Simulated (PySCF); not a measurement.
Species: C4H3ClO2S2.
Structure used (PBE0-D3(BJ)/def2-TZVP), in Å, numbered top down from 1:
```xyz
12
C4H3ClO2S2 angstrom
O     -2.3884   -0.0757    1.8311
S     -2.0624   -0.1805    0.4495
O     -2.5215   -1.2528   -0.3655
Cl    -2.7560    1.5378   -0.4250
C     -0.3552   -0.0165    0.2499
C      0.3779   -0.5177   -0.7928
C      1.7435   -0.1999   -0.6602
C      1.9991    0.5327    0.4671
S      0.6007    0.8393    1.3800
H     -0.0623   -1.0888   -1.5983
H      2.5079   -0.5042   -1.3615
H      2.9539    0.8976    0.8157
```

The calculation used PBE0-D3(BJ)/def2-TZVP geometry optimisation, gas phase in PySCF 2.14.0.

Masses are those of the commonest isotopes; rigid-rotor values at the optimised geometry. The values belong to one conformer with, in the numbering `[O:1]=[S:2](=[O:3])([Cl:4])[c:5]1[cH:6][cH:7][cH:8][s:9]1`, O1–S2–C5–C6 155°.

(1) What are A, B and C (GHz)?

(2) What kind of rotor is it?

(3) What does the inertial defect say?

(4) Predict some low-J microwave lines.

Results:

(1) Ia = 258.18, Ib = 664.53, Ic = 693.94 u·Å²; 505379 MHz·u·Å²/I gives 1957, 760.5 and 728.3 MHz, that is A = 1.9574, B = 0.7605, C = 0.7283 GHz.

(2) A near-prolate asymmetric top: κ = (2 × 760.5 − 1957 − 728.3)/(1957 − 728.3) = -0.95.

(3) Not planar: Δ = Ic − Ia − Ib = -228.78 u·Å². For a rigid frame Δ = −2 Σ m c², so Σ m c² = 114.39 u·Å² lies off the ab plane: 0.67 from hydrogen and 113.72 from heavier atoms. The atom farthest from that plane is 1.33 Å away.

(4) The dipole components are |μa| = 4.69 D, |μb| = 0.47 D, |μc| = 1.79 D. The squared components, which scale the intensities, stand as 1.00 : 0.01 : 0.15 (a : b : c). Some lines, for components of 0.1 D or more:

| type | branch | J(Ka,Kc) | MHz | lower level (cm⁻¹) |
| --- | --- | --- | --- | --- |
| a | Q | 5(1,4) ← 5(1,5) | 483 | 0.777 |
| c | Q | 2(1,2) ← 2(0,2) | 1165 | 0.149 |
| a | R | 1(0,1) ← 0(0,0) | 1489 | 0.000 |
| a | R | 2(0,2) ← 1(0,1) | 2977 | 0.050 |
| a | R | 2(1,1) ← 1(1,0) | 3010 | 0.091 |
| b | Q | 3(2,2) ← 3(1,3) | 3736 | 0.335 |
| a | R | 3(1,2) ← 2(1,1) | 4514 | 0.191 |
| b | R | 3(1,3) ← 2(0,2) | 5583 | 0.149 |
| c | R | 3(1,2) ← 2(0,2) | 5776 | 0.149 |
| a | R | 4(0,4) ← 3(0,3) | 5949 | 0.298 |
| b | Q | 5(3,2) ← 5(2,3) | 6049 | 0.907 |
| b | Q | 4(3,2) ← 4(2,3) | 6067 | 0.658 |
| a | R | 5(1,5) ← 4(1,4) | 7361 | 0.532 |
| a | R | 5(2,4) ← 4(2,3) | 7442 | 0.658 |
| a | R | 5(3,2) ← 4(3,1) | 7446 | 0.861 |
| c | R | 5(1,4) ← 4(0,4) | 8904 | 0.496 |
| b | Q | 5(5,0) ← 5(4,1) | 10916 | 1.392 |
| b | R | 5(2,4) ← 4(1,3) | 10922 | 0.542 |
| c | R | 5(2,3) ← 4(1,3) | 10944 | 0.542 |
| c | R | 5(3,3) ← 4(2,3) | 13513 | 0.658 |
| b | R | 4(4,1) ← 3(3,0) | 14447 | 0.662 |
| c | R | 4(4,0) ← 3(3,0) | 14447 | 0.662 |
| b | R | 4(4,0) ← 3(3,1) | 14447 | 0.662 |
| c | R | 5(4,2) ← 4(3,2) | 15936 | 0.861 |
| b | R | 5(5,1) ← 4(4,0) | 18361 | 1.144 |

Stationary, but not proved a minimum. Zero-point vibration and centrifugal distortion are left out. Quadrupole hyperfine structure (35Cl) is left out.

On AMD EPYC 9R45, 2 threads (shared host), this took 2.2 min wall, 5.6 min CPU and 2.3 GiB of memory at its peak. This is the geometry optimisation.
